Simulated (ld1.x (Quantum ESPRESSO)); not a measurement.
# Configuration tests for iodine (I) (TM)

iodine, norm-conserving Troullier–Martins (Kleinman–Bylander form), made with ld1.x (Quantum ESPRESSO) 7.5 (PBEsol, fully relativistic). Core [Kr] 4d10, reference 5s2 5p5. Waves: 5s (bound): rc 1.75 bohr; 5p (bound): rc 2.05 bohr. Local part: all-electron potential smoothed inside 1.65 bohr (lloc = -1). Core correction: Bessel-smoothed model core inside 0.90 bohr.

Open shells are filled in proportion to 2j + 1 (rel_dist='average').

Energies are relative to the spin-unpolarised reference configuration 5s2 5p5; without spin polarisation the order of configurations can differ from experiment. Not all tests gave a result: 1 of 7 tests not solved or not reliable. Left out of the table: 5s2 5p1 (solver errors, printed error -51.2 eV).

Give the all-electron excitation energy and the error of the potential for: 5s2 5p4; 5s2 5p3; 5s2 5p2; 5s2 5p5.3; 5s2 5p4.5; 5s1 5p5.

| valence configuration | charge | ΔE all-electron (eV) | error AE − PS (meV) |
| --- | --- | --- | --- |
| 5s2 5p4 | +1 | 11.177 | +1.9 |
| 5s2 5p3 | +2 | 31.090 | +2.3 |
| 5s2 5p2 | +3 | 60.510 | -22 |
| 5s2 5p5.3 | -0.3 | -1.794 | +0.1 |
| 5s2 5p4.5 | +0.5 | 4.553 | +0.6 |
| 5s1 5p5 | +1 | 22.140 | -1.0 |

Note: ghost states, extra bound levels that the all-electron valence spectrum of the same l lacks: s at -33.7 eV, d at -5.5 eV. A true bound ghost makes a file unfit for plane-wave use.
